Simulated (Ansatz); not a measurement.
Total energies of Ag₄⁻ from Ansatz at r2SCAN-D4/def2-TZVPD, gas phase (1 Eh = 27.2114 eV = 2625.5 kJ/mol). The reference geometry is relaxed at r2SCAN-D4/def2-SVPD.

```xyz
4

Ag    0.397   -1.290    0.267
Ag   -0.254   -0.541   -2.239
Ag   -0.392    1.291   -0.268
Ag    0.249    0.540    2.240
```

```tsv
state	geometry	energy (Eh)
charge -1 doublet	reference	-588.30772
charge 0 singlet	reference	-588.24422
charge -1 quartet	relaxed at r2SCAN-D4/def2-SVPD	-588.28828
```

In the def2 sets Ag takes a core potential; there is no spin–orbit coupling.

Work out the vertical ionisation energy to the singlet.

E(charge 0 singlet) − E(charge -1 doublet) = -588.24422 − (-588.30772) = 0.06350 Eh = 1.73 eV. For comparison, −ε of the highest occupied level of the spin that leaves is -0.04 eV at this level, 1.77 eV less.

Which of the charge -1 states is lowest, and how far above it are the others?

The doublet. quartet: -588.28828 − (-588.30772) = 0.01944 Eh = 51.0 kJ/mol. The quartet differs in its bonds from the reference.

At r2SCAN-D4/def2-TZVPD the highest occupied level of the charge -1 doublet lies above zero (up to 0.04 eV). By energy differences its removal costs 1.73 eV (vertical, to the charge 0 singlet, at r2SCAN-D4/def2-TZVPD); a positive level beside a positive removal energy at the same level points to self-interaction error. 

The structure comes from a short search, and lower isomers may exist.
